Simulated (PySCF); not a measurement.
C3H6FNSi, SMILES C#C[C@H](N)[SiH2]F. Atoms are numbered in the order given.

```xyz
12

C      2.7288    -0.4582    -0.6545
C      1.7017    -0.3635    -0.0218
C      0.4028    -0.2092     0.6394
N     -0.1901    -1.5030     1.0155
Si    -0.7011     0.7663    -0.5482
F     -2.1745     0.8247     0.1611
H      3.6562    -0.5494    -1.1925
H      0.5536     0.3853     1.5584
H     -0.2800    -2.0973     0.1915
H     -1.1329    -1.3508     1.3732
H     -0.8423     0.0077    -1.8184
H     -0.2371     2.1594    -0.7744
```

The structure is a stationary point at ωB97X-D3(BJ)/def2-SVP. The structure was generated by enumeration; whether it is a known compound was not checked. One conformer was computed; it need not be the lowest.

Level of theory: PySCF with KT2/pcSseg-1.

GIAO shieldings, no solvent; atoms listed in one row are averaged. δ = σ(ref) − σ: ¹³C against TMS (σ = 185.1 ppm); ¹⁵N against NH3 (σ = 266.2 ppm); ²⁹Si against TMS (σ = 361.9 ppm); ¹⁹F against CFCl3 (σ = 127.1 ppm); ¹H against TMS (σ = 31.47 ppm), references at their B3LYP-D3(BJ)/def2-TZVP geometries, non-relativistic.

```json
[
 {"nucleus": "¹³C", "atoms": "C2", "count": "1", "δ (ppm)": "76.6"},
 {"nucleus": "¹³C", "atoms": "C1", "count": "1", "δ (ppm)": "75.3"},
 {"nucleus": "¹³C", "atoms": "C3", "count": "1", "δ (ppm)": "39.0"},
 {"nucleus": "¹⁵N", "atoms": "N4", "count": "1", "δ (ppm)": "36.3"},
 {"nucleus": "²⁹Si", "atoms": "Si5", "count": "1", "δ (ppm)": "-5.3"},
 {"nucleus": "¹⁹F", "atoms": "F6", "count": "1", "δ (ppm)": "-252.4"},
 {"nucleus": "¹H", "atoms": "H12", "count": "1", "δ (ppm)": "5.45"},
 {"nucleus": "¹H", "atoms": "H11", "count": "1", "δ (ppm)": "4.72"},
 {"nucleus": "¹H", "atoms": "H8", "count": "1", "δ (ppm)": "3.88"},
 {"nucleus": "¹H", "atoms": "H7", "count": "1", "δ (ppm)": "2.77"},
 {"nucleus": "¹H", "atoms": "H10", "count": "1", "δ (ppm)": "1.20"},
 {"nucleus": "¹H", "atoms": "H9", "count": "1", "δ (ppm)": "0.00"}
]
```
